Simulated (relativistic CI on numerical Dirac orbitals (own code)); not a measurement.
# One change at a time: P

Base calculation: Dirac-Coulomb-Breit CI, KLI orbitals optimised for each configuration, model QED (radiative potential, 1s self-energy scaled to tabulated hydrogen-like ionisation energies), valence Slater integrals scaled by 0.85, P86 correlation energy added to each configuration.

CI space (outside the closed core [Ne]): 3s2.3p3, 3s2.3p2.4s, 3s.3p4, 3s2.3p2.4p, 3s2.3p2.3d, 3s2.3p.3d2, 3p5, 3s2.3p2.5s, 3s2.3p2.5p, 3s2.3p2.4d, 3s2.3p2.4f, 3s2.3p2.6s, 3s2.3p2.6p, 3s2.3p2.5d, 3s2.3p.4s2, 3s2.3p2.5f, 3s2.3p2.5g, 3s2.3p2.6d, 3s.3p3.3d, 3s2.3p.4s.4p, 3s2.3p.3d.4s. Levels of other configurations are missing.

The lowest level and the first level of each name with at least 55 % of one term (blank where a level has no safe partner in the second run):

| Level | Base (cm⁻¹) | Shift (cm⁻¹) |
| --- | --- | --- |
| 3s2.3p3 4S°_3/2 | 0.0 | 0.0 |
| 3s2.3p3 2D°_3/2 | 12615.3 | -2.2 |
| 3s2.3p3 2D°_5/2 | 12635.3 | -2.3 |
| 3s2.3p3 2P°_1/2 | 17542.0 | +14.2 |
| 3s2.3p3 2P°_3/2 | 17562.5 | +14.1 |
| 3s2.3p2.4s 4P_1/2 | 58729.1 | +2282.8 |
| 3s2.3p2.4s 4P_3/2 | 58883.5 | +2281.4 |
| 3s2.3p2.4s 4P_5/2 | 59139.2 | +2278.3 |
| 3s2.3p2.4s 2P_1/2 | 60741.4 | +2298.9 |
| 3s2.3p2.4s 2P_3/2 | 61049.0 | +2298.9 |
| 3s.3p4 4P_5/2 | 63495.8 | +939.6 |
| 3s.3p4 4P_3/2 | 63670.2 | +939.5 |
| 3s.3p4 4P_1/2 | 63771.6 | +939.3 |
| 3s2.3p2.4p 2S°_1/2 | 67011.3 | +3063.7 |
| 3s2.3p2.4p 4D°_1/2 | 67741.5 | +3065.8 |
| 3s2.3p2.4p 4D°_3/2 | 67816.9 | +3065.8 |
| 3s2.3p2.4p 4D°_5/2 | 67953.6 | +3065.8 |
| 3s2.3p2.4p 4D°_7/2 | 68165.0 | +3065.7 |
| 3s2.3p2.4p 4P°_1/2 | 68596.5 | +3068.3 |
| 3s2.3p2.4p 4P°_3/2 | 68621.6 | +3067.8 |
| 3s2.3p2.4p 4P°_5/2 | 68803.4 | +3068.1 |
| 3s2.3p2.4s 2D_5/2 | 68971.6 | +2294.4 |

For a near-neutral ion this model can misplace configurations by up to about 10,000 cm⁻¹ (more where the count of f electrons changes) and terms by 10 to 25 % of their spread. Rates follow the energies as ν³ (E1, M1) or ν⁵ (E2), so they and the lifetimes can be off by large factors. The fine structure of a lone outer electron comes out too small, for d and f at times inverted, and misplaced configurations move strength between like terms. 23 of the 25 excited levels that our extract of the measured tables holds in this range could be paired (the sources list more); they are missed by 2570 cm⁻¹ on average and 3961 at most, and levels without a partner can miss by more.

Task: One thing was changed in a second run, which moved the levels as shown. Which?
A. QED terms removed
B. Slater integrals left unscaled
C. one mean potential for all configurations
D. configuration mixing switched off
E. Breit term removed
F. self-excluded LDA correlation estimate

Result: F. Self-excluded LDA correlation estimate. A correlation estimate moves all levels of a configuration together before mixing; mixed levels move by a weighted share.
